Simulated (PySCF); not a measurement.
**Ne⁺ (neon, charge +1) across methods**

[He] 2s2 2p5, 2P determinant. Calculation: PySCF 2.14, in aug-cc-pVTZ with one added diffuse shell each of s, p, d, f type (6s5p4d3f, 62 functions); the non-relativistic Hamiltonian (point nucleus).

| method | E (hartree) | mean ε 2s β (eV) | mean ε 2p α (eV) | mean ε 2p β (eV) | Σ⟨r²⟩ (bohr²) | ⟨S²⟩ |
| --- | --- | --- | --- | --- | --- | --- |
| PBE | -128.0548 | -54.146 | -33.235 | -31.258 | 6.964 | 0.751 |
| BHandHLYP | -128.1519 | -61.784 | -39.517 | -37.248 | 6.877 | 0.751 |
| PBE0 | -128.0683 | -58.001 | -36.384 | -34.235 | 6.903 | 0.751 |
| B97-3 | -128.1393 | -58.408 | -36.526 | -34.421 | 6.879 | 0.751 |
| PBEsol | -127.7133 | -53.964 | -33.151 | -31.076 | 6.971 | 0.751 |
| r2SCAN | -128.1299 | -55.457 | -34.202 | -32.038 | 6.881 | 0.752 |
| LDA | -127.4023 | -54.018 | -33.386 | -31.254 | 6.996 | 0.751 |
| TPSS | -128.1760 | -54.879 | -33.485 | -31.554 | 6.927 | 0.751 |
| UHF | -127.80978 | -68.313 | -44.934 | -42.097 | 6.803 | 0.753 |
